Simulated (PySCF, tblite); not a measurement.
1-ethylpyrrole, C6H9N.
Bonds: C1–C2, C2–N3, N3–C4 (aromatic), C4–C5 (aromatic), C5–C6 (aromatic), C6–C7 (aromatic), N3–C7 (aromatic). Hydrogens: H8, H9, H10 on C1; H11, H12 on C2; H13 on C4; H14 on C5; H15 on C6; H16 on C7.

Structure optimised with GFN2-xTB, isolated species.

Give the optimised bond lengths and angles.

```
                bond  length (pm)
               C1–C2        152.9
               C2–N3        143.7
        N3–C4, N3–C7        135.9
        C4–C5, C6–C7        136.8
               C5–C6        140.8
C1–H8, C1–H9, C1–H10        108.7
      C2–H11, C2–H12        109.4
      C4–H13, C7–H16        107.3
      C5–H14, C6–H15        107.2
```

Bonds in one row agree within 1 pm and their mean is given. A selection of angles:
```
     angle  degrees
  C2–C1–H8    110.2
  H8–C1–H9    108.8
 H9–C1–H10    108.5
  C1–C2–N3    111.6
 C1–C2–H11    109.7
 N3–C2–H11    108.7
H11–C2–H12    108.4
  C2–N3–C4    125.6
  C4–N3–C7    108.6
  N3–C4–C5    108.7
 N3–C4–H13    121.1
 C5–C4–H13    130.2
  C4–C5–C6    107.0
 C4–C5–H14    126.4
 C6–C5–H14    126.6
```

Torsions: C1–C2–N3–C4 -88° (synclinal).

The 5-membered ring N3–C4–C5–C6–C7 has internal angles of 107.0° to 108.7°; it is planar, 0.00 Å rms from its mean plane, widest ring torsion 1°. The C–C distances run from 1.368 Å (C6–C7, aromatic) to 1.529 Å (C1–C2, drawn single), a spread of 0.161 Å. N3 (pyrrole-type nitrogen) is planar (angles 125.6°, 125.6° and 108.6°, sum 359.8°, 0.03 Å off the plane of its three neighbours). The 3 C–N bonds span 1.359 Å (N3–C7, aromatic) to 1.437 Å (C2–N3, drawn single), a spread of 0.078 Å.

Point group: Cs (every atom within 0.08 Å of its image). Its GFN2-xTB frequencies are all real (lowest 52 cm⁻¹). The numbers are those of one conformer.

All values are computed, not measured.
